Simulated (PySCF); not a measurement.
## Working out the ionisation energy of Br

Br [Ar] 3d10 4s2 4p5 (2P) → Br⁺ [Ar] 3d10 4s2 4p4 (3P). Computed with PySCF 2.14 in x2c-QZVPPall (11s8p5d4f1g, 97 functions), with scalar relativity by spin-free X2C-1e. Frozen: [Ar] 3d10. Energies in hartree (1 hartree = 27.21139 eV):

```csv
part,Br (lower),Br⁺ (upper)
UHF,-2604.502904,-2604.109276
CCSD correlation,-0.167626,-0.132505
(T),-0.005639,-0.003934
```

Problem. What does Hartree-Fock give?

Solution. (-2604.109276) − (-2604.502904) = 0.393628 hartree = 10.711 eV.

Problem. What do CCSD and CCSD(T) give?

Solution. The CCSD correlation energies differ by 0.035121 hartree = 0.956 eV and the triples by 0.001705 hartree = 0.046 eV, so CCSD gives 11.667 eV and CCSD(T) 11.713 eV.

Measured between the centres of the two terms (NIST): 11.844 eV, so CCSD(T) (valence) is off by -0.131 eV.

What remains against the reference includes basis incompleteness, the frozen core and higher excitations.
